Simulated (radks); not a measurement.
Si4+, configuration [Ne]. All-electron calculation, scalar-relativistic Kohn-Sham, BLYP, spin-polarised, spherical densities, finite nucleus; Fermi nuclear charge, rms radius 3.1224 fm. Program: a radial shooting solver on a logarithmic mesh with Libxc functionals.

Normalised radial functions P(r) = r R(r), r in bohr:

```
   r/bohr * 1s, o 2s, + 2p (the largest magnitude, 2.69, reaches the edge; | marks zero, & curves that meet)
  0.01081                             +  o      *
  0.01321                             +  o       *
  0.01613                             +   o        *
   0.0197                             +   o          *
  0.02406                             +    o            *
  0.02939                             |+   o              *
   0.0359                             |+    o               *
  0.04384                             |+    o                 *
  0.05355                             | +   o                   *
  0.06541                             | +   o                    *
  0.07989                             |  +  o                    *
  0.09758                             |   +o                    *
   0.1192                             |  o  +                 *
   0.1456                             |o     +            *
   0.1778                           o |        +      *
   0.2172                       o     |          +*
   0.2652                    o        |       *   +
    0.324                 o           |   *        +
   0.3957               o             | *          +
   0.4833               o             |*           +
   0.5903                o            *          +
    0.721                   o         *        +
   0.8806                      o      *      +
    1.076                        o    *    +
    1.314                           o *  +
    1.605                            o*+
     1.96                             &
```

1s: eigenvalue -1842.4 eV, 0 radial nodes, <r> = 0.111 bohr, 90 % of the charge inside 0.199 bohr. 2s: eigenvalue -192.23 eV, 1 radial node at r = 0.152 bohr, <r> = 0.565 bohr, 90 % of the charge inside 0.889 bohr. 2p: eigenvalue -148.61 eV, 0 radial nodes, <r> = 0.531 bohr, 90 % of the charge inside 0.891 bohr.
